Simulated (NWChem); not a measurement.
Everything below was run with NWChem. System: FNa, charge 0, spin multiplicity 1, at a geometry optimised with PBE0/def2-SVP. The structure started from a generated list of species. Level: evGW0@PBE0/def2-TZVPD, RI basis def2-tzvpd-rifit, 6 cycles.

Output (cleaned and shortened):

```
             Northwest Computational Chemistry Package (NWChem) 7.3.0
             --------------------------------------------------------

                                NWChem Input Module
                                -------------------

 Scaling coordinates for geometry "geometry" by  1.889725989
 (inverse scale =  0.529177249)

 Turning off AUTOSYM since
 SYMMETRY directive was detected!

                             Geometry "geometry" -> ""
                             -------------------------

 Output coordinates in angstroms (scale by  1.889725989 to convert to a.u.)

  No.       Tag          Charge          X              Y              Z
 ---- ---------------- ---------- -------------- -------------- --------------
    1 Na                  11.0000     0.00000000     0.00000000    -0.84971300
    2 F                    9.0000     0.00000000     0.00000000     1.03853800

 Effective nuclear repulsion energy (a.u.)      27.7444829374

            Nuclear Dipole moment (a.u.)
            ----------------------------
        X                 Y               Z
 ---------------- ---------------- ----------------
     0.0000000000     0.0000000000    -0.0000018897

      Symmetry information
      --------------------

 Group name             C2v
 Group number             16
 Group order               4
 No. of unique centers     2

      Symmetry unique atoms

     1    2


 Summary of "ao basis" -> "" (spherical)
 ------------------------------------------------------------------------------
       Tag                 Description            Shells   Functions and Types
 ---------------- ------------------------------  ------  ---------------------
 *                         def2-tzvpd                 on all atoms

 new library libraries.bse/

 Summary of "ri basis" -> "" (spherical)
 ------------------------------------------------------------------------------
       Tag                 Description            Shells   Functions and Types
 ---------------- ------------------------------  ------  ---------------------
 *                      def2-tzvpd-rifit              on all atoms

                                 NWChem DFT Module
                                 -----------------

 Summary of "ao basis" -> "ao basis" (spherical)
 ------------------------------------------------------------------------------
       Tag                 Description            Shells   Functions and Types
 ---------------- ------------------------------  ------  ---------------------
[...]
@GW        62        168.468           0.000
@GW        63        202.272           0.000
@GW        64        202.270           0.000
@GW        65        202.109           0.000
@GW        66        202.109           0.000
@GW        67        203.168           0.000
@GW        68        203.169           0.000
@GW        69        202.163           0.000
@GW        70        243.180           0.000
@GW        71        243.183           0.000
@GW        72        244.232           0.000
@GW        73        244.232           0.000
@GW        74        246.084           0.000
@GW        75       1580.361           0.000

  *** G5W0

          Solving quasiparticle equations

                  Alpha Orbitals
          State     Energy (eV)     Error (eV)
          -----------------------------------
@GW         1      -1081.839           0.000
@GW         2       -686.373           0.000
@GW         3        -69.367           0.000
@GW         4        -37.728           0.000
@GW         5        -37.786           0.000
@GW         6        -37.789           0.000
@GW         7        -29.722           0.000
@GW         8         -9.891           0.000
@GW         9         -9.735           0.000
@GW        10         -9.736           0.000
@GW        11         -0.137           0.000
@GW        12          0.668           0.000
@GW        13          0.668           0.000
@GW        14          0.876           0.000
@GW        15          1.997           0.000
@GW        16          1.886           0.000
@GW        17          1.886           0.000
@GW        18          2.830           0.000
@GW        19          5.579           0.000
@GW        20          6.180           0.000
@GW        21          6.180           0.000
@GW        22          6.729           0.000
@GW        23          6.729           0.000
@GW        24          7.355           0.000
@GW        25          7.348           0.000
@GW        26          7.356           0.000
@GW        27          9.684           0.000
@GW        28          9.679           0.000
@GW        29         10.739           0.000
@GW        30         12.114           0.000
@GW        31         19.267           0.000
@GW        32         19.264           0.000
@GW        33         21.128           0.000
@GW        34         22.374           0.000
@GW        35         22.372           0.000
@GW        36         26.372           0.000
@GW        37         26.368           0.000
@GW        38         26.983           0.000
@GW        39         32.640           0.000
@GW        40         32.640           0.000
@GW        41         33.338           0.000
@GW        42         35.149           0.000
@GW        43         35.151           0.000
@GW        44         35.687           0.000
@GW        45         40.078           0.000
@GW        46         40.069           0.000
@GW        47         43.668           0.000
@GW        48         70.403           0.000
@GW        49         70.403           0.000
@GW        50         72.268           0.000
@GW        51         72.268           0.000
@GW        52         76.181           0.000
@GW        53        101.845           0.000
@GW        54        101.842           0.000
@GW        55        102.924           0.000
@GW        56        120.418           0.000
@GW        57        121.708           0.000
@GW        58        165.048           0.000
@GW        59        165.046           0.000
@GW        60        166.053           0.000
@GW        61        166.053           0.000
@GW        62        168.470           0.000
@GW        63        202.282           0.000
@GW        64        202.279           0.000
@GW        65        202.113           0.000
@GW        66        202.113           0.000
@GW        67        203.179           0.000
@GW        68        203.180           0.000
@GW        69        202.200           0.000
@GW        70        243.188           0.000
@GW        71        243.191           0.000
@GW        72        244.242           0.000
@GW        73        244.242           0.000
@GW        74        246.098           0.000
@GW        75       1580.377           0.000

     GW Timing Statistics
   ------------------------
   Init.   :          0.1s
     ERIs  :          0.4s
     Distr.:          0.0s
     Vxc   :          0.5s
   Sigma_x :          0.0s
   RPA     :          0.1s
   Wmn     :          0.6s
   Sigma_c :          0.5s
   GW total:          2.2s

 Task  times  cpu:        2.2s     wall:        2.2s

 Total times  cpu:        5.8s     wall:        5.8s
```

Q: Write an NWChem input that would produce this output.

A: This is not unique; one that fits is 
```
start mol
memory heap 200 mb stack 700 mb global 1700 mb
geometry units angstroms nocenter noautoz
  Na     0.000000     0.000000    -0.849713
  F      0.000000     0.000000     1.038538
  symmetry group C2v
end
basis spherical
  * library def2-tzvpd
end
basis "ri basis" bse spherical
  * library def2-tzvpd-rifit
end
dft
  xc pbe0
  iterations 100
  direct
  tolerances tight
end
task dft energy
gw
  evgw0 6
  states alpha occ -1 vir -1
end
task dft gw
```
